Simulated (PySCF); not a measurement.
CH₇FSi₂, SMILES F[SiH2]C[SiH3].

Geometry optimised at PBE-D3(BJ)/def2-SVP. One conformer was computed; it need not be the lowest.

Two levels are set side by side: TDA-PBE/def2-SVPD (PySCF) and TDA-B3LYP/def2-SVPD (PySCF). Vertical, same geometry. The lowest singlet is HOMO→LUMO 96 % with PBE and HOMO→LUMO 96 % with the other functional; states are paired by order. Differences are taken from unrounded values.

```json
[
 {"quantity": "lowest singlet excitation (eV)", "TDA-B3LYP": "7.50"},
 {"quantity": "lowest triplet excitation (TDA) (eV)", "TDA-B3LYP": "7.12"},
 {"quantity": "first bright state (f over 0.05) (eV)", "TDA-B3LYP": "7.50"},
 {"quantity": "its oscillator strength", "TDA-B3LYP": "0.07"}
]
```

Q: What does TDA-PBE give, and how far is it from TDA-B3LYP? (The exact figures need the calculation; the answer reports its results.)

A: 
```tsv
quantity	TDA-PBE	TDA-PBE minus TDA-B3LYP
lowest singlet excitation (eV)	6.96	-0.55
lowest triplet excitation (TDA) (eV)	6.59	-0.52
first bright state (f over 0.05) (eV)	6.96	-0.55
its oscillator strength	0.05	-0.01
```

Functionals without exact exchange tend to place singlet excitations lower, as here. Differences between two approximate levels are no errors against the true value.

Rough cost on one machine, each run with all the roots and properties that it gave: TDA-B3LYP against TDA-PBE within a factor of 2.
